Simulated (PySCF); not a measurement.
Working out the ionisation energy of Hg⁺

Hg⁺ [Xe] 4f14 5d10 6s1 (2S) → Hg²⁺ [Xe] 4f14 5d10 (1S). Computed with PySCF 2.14 in aug-cc-pVTZ-PP with ECP60MDF, with a scalar-relativistic core potential. Frozen: 5s2 5p6. Energies in hartree (1 hartree = 27.21139 eV):

```tsv
part	Hg⁺ (lower)	Hg²⁺ (upper)
UHF	-152.228237	-151.599410
CCSD correlation	-0.360007	-0.312419
(T)	-0.013667	-0.010057
```

What does Hartree-Fock give?

(-151.599410) − (-152.228237) = 0.628827 hartree = 17.111 eV.

What do CCSD and CCSD(T) give?

The CCSD correlation energies differ by 0.047588 hartree = 1.295 eV and the triples by 0.003610 hartree = 0.098 eV, so CCSD gives 18.406 eV and CCSD(T) 18.504 eV.

Measured between the centres of the two terms (NIST): 18.757 eV, so CCSD(T) (valence) is off by -0.253 eV.

What remains against the reference includes basis incompleteness, the frozen core and higher excitations.
